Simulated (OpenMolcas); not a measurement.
Pd2+: moving the ligands

Pd2+ with 6 ligands (fluoride) in octahedral coordination (Oh) at 2.17 Å. A charge of +0.667 e stands 2.8 Å behind each ligand. Ligand basis ANO-RCC-VDZP.

- Program: OpenMolcas
- Method: SS-CASPT2, IPEA 0.25 Eh, imaginary shift 0.1 Eh (closed shells correlated: 4s 4p and the ligand valence shells)
- Basis: ANO-RCC-VTZP [7s6p4d2f1g]
- Scalar Hamiltonian: DKH2, point nucleus
- Active space: 8 electrons in 5 orbitals (4d)
- State averaging: 2S+1 = 3 even, 10 roots; 2S+1 = 1 even, 15 roots
- Spin-orbit coupling: state interaction with AMFI integrals over the reference wave functions

Runs around this geometry, states (labels of O, the rotations of Oh). Energies in cm-1 above the lowest state or level, χT in cm3 K/mol.

| R (Å) | Ground state | First state of that spin | First gap with spin-orbit (degeneracies) | χT at 300 K | First state of another spin |
| --- | --- | --- | --- | --- | --- |
| 2.09 | 3A2 | 3T2 14060 | 8990 (3, 2) | 1.394 | 1E 9440 |
| 2.17 | 3A2 | 3T2 11440 | 8690 (3, 2) | 1.490 | 1E 9580 |
| 2.22 | 3A2 | 3T2 10130 | 8220 (3, 2) | 1.556 | 1E 9630 |

Taking the first state of the same spin as R^-n, n = -ln(10130 / 14060) / ln(2.22 / 2.09) = 5.4 between the shortest and longest distance.

Roots that are degenerate in the reference are averaged as groups; the widest CASPT2 spread within a group is 270 cm-1 (the 3-fold group of multiplicity 3 near 17100 cm-1 above the lowest state of its run, R = 2.17). Shifts and gaps below about the spread of the groups concerned are not significant. Over all roots computed the reference weight is 0.69 to 0.70 in R = 2.09, 0.69 in R = 2.17, 0.69 in R = 2.22; a low but even weight reflects the number of correlated electrons. Real 4d8 and 5d8 ions are as a rule square planar and diamagnetic. Ligand-to-metal charge-transfer states are missing. With no ligand orbital active B as a rule stays too high, so bands that hang on it stand too high and its fall with covalency is understated. With one d shell and no ligand orbital active, 10Dq can be off by a tenth or more. Free-ion shares, where given, are those of the reference states; single-state CASPT2 does not remix them (holds for R = 2.17; R = 2.22). No measured value stands beside these numbers; the geometry is a model, was not optimised and need not be the one that this ion takes.
